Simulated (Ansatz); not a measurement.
Cost and result for the atomization energy of ClH₇N₂OSi₂, SMILES `N[SiH2]O[SiH](N)Cl` (13 atoms, 12 bonds).

Cartesian coordinates in Å:
```
N 0.989 1.589 0.212
Si -0.721 1.524 0.217
O -1.274 -0.022 0.127
Si -0.680 -1.432 -0.409
N 0.643 -1.902 0.544
Cl -0.188 -1.144 -2.407
H 1.506 1.873 1.026
H 1.514 1.716 -0.636
H -1.268 2.256 -0.950
H -1.198 2.082 1.503
H -1.710 -2.484 -0.391
H 1.017 -2.834 0.459
H 1.371 -1.222 0.705
```

Total charge 0; spin multiplicity 1. The geometry is a stationary point of PBE0-D4/def2-TZVP. It is one conformer, not always the lowest. Program: Ansatz. All runs use 2 threads of an AMD EPYC 7R13 on a shared host and a share of an NVIDIA H100 80 GB. Times are those of one run each, without the atoms' runs, and a repeat can differ threefold. Electronic energies, without spin–orbit coupling; frozen cores. CCSD(T)/CBS adds CCSD(T) − MP2 in def2-TZVPP to the MP2 limit, and its time is that of the two runs behind it. T1 = 0.010. B3LYP takes the VWN-RPA correlation (the form of Gaussian; ORCA's B3LYP/G).

CCSD(T)/CBS is a level of theory with its own doubt, some kJ/mol a heavy atom from the limit and from the frozen cores, so smaller differences don't rank the functionals.

```tsv
level	functions	wall time	atomization (kcal/mol)	difference from CCSD(T)/CBS	per bond
PBE0-D4/def2-TZVPP	317	2.9 s	1105.9	-15.3	-1.3
B2PLYP/def2-TZVPP	317	4.9 s	1102.9	-18.3	-1.5
r2SCAN-D4/def2-TZVPP (with forces)	317	4.9 s	1113.3	-7.9	-0.7
PBE-D4/def2-TZVPP (with forces)	317	7 s	1123.5	2.3	0.2
B3LYP-D4/def2-TZVPP (with forces)	317	8 s	1116.6	-4.6	-0.4
ωB97X-V/def2-TZVPP	317	8 s	1124.6	3.4	0.3
ωB97M-V/def2-TZVPP (with forces)	317	8 s	1123.8	2.6	0.2
MP2/def2-QZVPP	591	10 s	1124.9	3.7	0.3
CCSD(T)/def2-TZVPP	317	12 s	1082.5	-38.7	-3.2
CCSD(T)/CBS(def2)	–	22 s	1121.2	0.0	0.0
```

In def2-TZVPP, CCSD(T) changes the Hartree–Fock value by +288.1 kcal/mol (the triples alone add +15.9 kcal/mol) and MP2 by +307.0 kcal/mol; breaking electron pairs costs correlation energy, which Hartree–Fock lacks. The D4 term adds +13.9 kcal/mol with B3LYP and +7.4 kcal/mol with PBE0; it sums over pairs of atoms, weighted by their polarisabilities, and B3LYP, whose exchange is more repulsive, gets the larger term. From PBE to PBE0 (25 % exact exchange), in def2-TZVPP and without D4, the atomization energy moves by −16.4 kcal/mol: exact exchange takes away binding that semilocal exchange gives to molecules.
